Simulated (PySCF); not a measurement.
## Radial density of B (boron, neutral)

M06-L, [He] 2s2 3s1, 2S determinant (an excited configuration). Computed with PySCF 2.14 in aug-cc-pVTZ (5s4p3d2f, 46 functions), with the non-relativistic Hamiltonian (point nucleus).

| r (bohr) | 4πr²ρ (e/bohr) | 4πr²(ρα − ρβ) |
| --- | --- | --- |
| 0.00612 | 0.03210 | 0.0001 |
| 0.0103 | 0.08747 | 0.0002 |
| 0.0173 | 0.2300 | 0.0005 |
| 0.0291 | 0.5795 | 0.0012 |
| 0.0490 | 1.345 | 0.0027 |
| 0.0824 | 2.742 | 0.0055 |
| 0.139 | 4.476 | 0.0085 |
| 0.233 | 5.086 | 0.0076 |
| 0.392 | 3.181 | 0.0009 |
| 0.660 | 0.9797 | 0.0097 |
| 1.11 | 1.094 | 0.0420 |
| 1.87 | 1.028 | 0.0088 |
| 3.14 | 0.2101 | 0.0193 |
| 5.28 | 0.2378 | 0.2354 |
| 8.88 | 0.05886 | 0.0588 |
| 14.9 | 3.800e-05 | 0.0000 |

The outer electron is Rydberg-like, and this basis confines it to a smaller radius and binds it less than a complete one would.
